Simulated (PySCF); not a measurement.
Ligands exchanged one at a time, Ge Cl-SH. Gas-phase values, no solvent. One relaxed conformer stands for each flexible species; it need not be the lowest. Strings in code marks are SMILES.

Computed with ωB97X-D3(BJ)/def2-TZVP // PBE0-D3(BJ)/def2-TZVP run with PySCF. Delta-SCF ions had no search for a lower state. Excitations are Tamm–Dancoff values on a coarser integration grid. The basis has no diffuse functions, so Rydberg states are missing or too high.

```json
[
 {"species": "0 of 4 Cl replaced by SH (`[Cl][Ge]([Cl])([Cl])[Cl]`)", "HOMO (eV)": "___", "S1 excitation (TDA) (eV)": "6.74", "vertical ionisation energy (Delta-SCF) (eV)": "12.28"},
 {"species": "1 of 4 Cl replaced by SH", "HOMO (eV)": "-10.82", "S1 excitation (TDA) (eV)": "___", "vertical ionisation energy (Delta-SCF) (eV)": "___"},
 {"species": "2 of 4 Cl replaced by SH", "HOMO (eV)": "-10.59", "S1 excitation (TDA) (eV)": "5.54", "vertical ionisation energy (Delta-SCF) (eV)": "10.54"},
 {"species": "3 of 4 Cl replaced by SH (`[SH][Ge]([SH])([SH])[Cl]`)", "HOMO (eV)": "-10.20", "S1 excitation (TDA) (eV)": "5.42", "vertical ionisation energy (Delta-SCF) (eV)": "–"},
 {"species": "4 of 4 Cl replaced by SH", "HOMO (eV)": "-9.85", "S1 excitation (TDA) (eV)": "5.23", "vertical ionisation energy (Delta-SCF) (eV)": "9.84"}
]
```

Q: What belongs in the gaps?

A: 
- 0 of 4 Cl replaced by SH (`[Cl][Ge]([Cl])([Cl])[Cl]`), HOMO (eV): -12.18
- 1 of 4 Cl replaced by SH, S1 excitation (TDA) (eV): 5.49
- 1 of 4 Cl replaced by SH, vertical ionisation energy (Delta-SCF) (eV): 10.69
